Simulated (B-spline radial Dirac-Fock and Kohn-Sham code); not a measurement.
K-shell conversion coefficients of K against transition energy

Model: a Dirac-Hartree-Slater potential of the neutral atom with a Latter tail (no hole, which puts coefficients of high multipoles low close above an edge), finite nucleus with surface currents. Program: a B-spline atomic structure program. Subshells within 1 keV of threshold and pair formation are left out.

```
energy (keV)        E1        E2        E4        M1        M3        M5
        11.8      12.3       702  1.46e+06      3.84     16700  4.91e+07
        16.2      4.88       237    363000      1.52      3990  8.27e+06
          20      2.61       111    133000     0.827      1520  2.37e+06
          50     0.159      3.46      1080    0.0638      23.3      8330
        57.1     0.105      2.06       520    0.0446      12.9      3650
        78.3    0.0390     0.593      90.3    0.0192      3.18       523
        87.5    0.0275     0.382      48.6    0.0144      1.96       266
        90.5    0.0248     0.334      40.3    0.0132      1.69       217
         100    0.0181     0.225      23.1    0.0102      1.10       119
         173   0.00325    0.0259      1.11   0.00256     0.111      4.76
         192   0.00236    0.0173     0.630   0.00198    0.0730      2.64
         200   0.00208    0.0148     0.505   0.00180    0.0620      2.10
         223   0.00149   0.00971     0.282   0.00138    0.0403      1.15
         229   0.00138   0.00877     0.244   0.00130    0.0363     0.990
         237   0.00124   0.00769     0.204   0.00120    0.0318     0.821
         254   0.00101   0.00592     0.141   0.00102    0.0243     0.564
         277  0.000781   0.00427    0.0897  0.000828    0.0174     0.355
         375  0.000328   0.00142    0.0194  0.000413   0.00568    0.0742
         461  0.000187  0.000698   0.00722  0.000262   0.00275    0.0271
         469  0.000179  0.000659   0.00666  0.000252   0.00259    0.0249
         500  0.000152  0.000534   0.00497  0.000219   0.00208    0.0184
         522  0.000136  0.000464   0.00409  0.000200   0.00180    0.0151
         587  0.000102  0.000321   0.00244  0.000156   0.00122   0.00886
         856  4.36e-05  0.000109  0.000542  7.20e-05  0.000377   0.00179
         999  3.20e-05  7.33e-05  0.000314  5.33e-05  0.000241  0.000984
        1000  3.19e-05  7.31e-05  0.000313  5.32e-05  0.000240  0.000981
        1190  2.31e-05  4.84e-05  0.000177  3.83e-05  0.000148  0.000518
        1680  1.30e-05  2.34e-05  6.54e-05  2.07e-05  6.11e-05  0.000164
        2000  1.00e-05  1.69e-05  4.19e-05  1.54e-05  4.04e-05  9.65e-05
```

Question: How fast do they fall between 1190 and 2000 keV?

Answer: As powers of the energy: E1 E^-1.61, E2 E^-2.03, E4 E^-2.77, M1 E^-1.76, M3 E^-2.50, M5 E^-3.24. Within one type (E or M) the higher multipoles fall faster.

Values without a named source are computed, but for edge energies of neutral atoms, which are taken from tables.
